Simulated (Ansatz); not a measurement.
Molecule: CH₅GeO₂, net charge 0, doublet state. It need not be the lowest isomer of its formula. 
Geometry from a B3LYP-D3(BJ)/def2-TZVP (Ansatz, a quantum-chemistry and plane-wave program) optimisation:
SMILES: [OH][Ge]([CH3])[OH]
```xyz
9

C      1.8104    -0.4229    -0.2271
Ge    -0.1705    -0.2319    -0.1779
O     -0.4514     1.4419    -0.7582
O     -0.7610    -0.1350     1.5323
H      2.1584    -0.2634    -1.2458
H      2.2100     0.3464     0.4341
H      2.1035    -1.4120     0.1184
H     -1.2494     1.8263    -0.3771
H     -0.9289    -0.9945     1.9325
```
Charge 0, spin multiplicity 2.

Computed values are from Ansatz. Correlated levels leave the core frozen unless marked. UHF or UKS for open shells. No spin-orbit coupling. The frozen core is the preceding noble-gas configuration, with the filled d and f shells of earlier blocks. Non-relativistic. CBS marks a two-point X^-3 extrapolation of the correlation energy; Hartree-Fock from the larger set. The bracket is a focal-point correction in the basis named.

Task: What is the T1 diagnostic at CCSD/cc-pVTZ?

Result: 0.015.

Task: What is the dipole moment at CCSD(T)/aug-cc-pVDZ?

Result: 1.99 D.

Task: What is the total energy at RI-MP2/CBS(cc-pVTZ,cc-pVQZ)+[CCSD(T)-MP2]/cc-pVTZ?

Result: -2266.9571 Eh.

Task: What is the atomisation energy De at RI-MP2/CBS(cc-pVTZ,cc-pVQZ)+[CCSD(T)-MP2]/cc-pVTZ?

Result: 766.0 kcal/mol.
